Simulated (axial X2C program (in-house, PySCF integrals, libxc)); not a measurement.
**Low determinants of CsP at the PBE0 level, 2c**

All values were computed with an in-house all-electron X2C program for linear molecules (integrals from PySCF). Two-component (2c) means X2C with spin–orbit coupling and atomic mean-field two-electron Coulomb and Gaunt terms. Basis: Cs dyall-cv3z [15s15p9d4f1g], P dyall-v3z [8s7p2d1f] (cores contracted in-house); Gaussian nuclei, density fitting, unrestricted open shells. Masses: Cs 132.905 u, P 30.974 u.

Search at 3.278 Å (vertical energies from the lowest determinant):

```
ΔE (eV)  state  electrons beyond evenly filled partner blocks  electrons in ±ω = 1/2, 3/2, 5/2, 7/2
   0.00  Ω = 1                              ω = -1/2, ω = 3/2                             47 19 4 0
   0.31  Ω = 2                               ω = 1/2, ω = 3/2                             47 19 4 0
   0.62  Ω = 1                                    2 × ω = 1/2                             46 20 4 0
   0.92  Ω = 0                                           none                             48 18 4 0
   0.99  Ω = 0                                           none                             46 20 4 0
   2.37  Ω = 0                          3 × ω = 1/2, ω = -3/2                             47 19 4 0
   2.86  Ω = 3                                    2 × ω = 3/2                             46 20 4 0
```

Lowest determinant, Ω = 1 (⟨Sz⟩ = 1.00, ⟨Lz⟩ = 0.00 at PBE0): Re = 3.269 Å, ωe = 167.5 cm⁻¹.

The determinant in row 2 of the search, Ω = 2 (⟨Sz⟩ = 1.00, ⟨Lz⟩ = 1.00 at PBE0), was followed along the bond at PBE0; measured from the minimum of the lowest determinant it gives:

Te = 0.230 eV (1858 cm⁻¹), Re = 3.028 Å, ωe = 187.5 cm⁻¹.

(1) Compare the bond of the determinant in row 2 with that of the lowest one.

The search compares states at one distance, so a state with another bond length can lie lower; it is not exhaustive and yields mostly the lowest determinant of each block pattern, so other components and higher states of one pattern are missing. These are energies of single determinants, not of spin-adapted states; PBE0 term energies can be off by some tenths of an eV, and the functional has no current term. Open-shell Ω = 0 determinants with evenly filled partner blocks cannot be reached by this program, so the Ω shown need not be the lowest component. The lowest determinant need not be the ground state where others lie within half an eV.

Answers

(1) At PBE0 its Re is 0.241 Å shorter and its force constant, which goes as ωe², is 1.25 times that of the lowest determinant. T0 ≈ Te + Δωe/2 = 1858 + (10) = 1868 cm⁻¹.
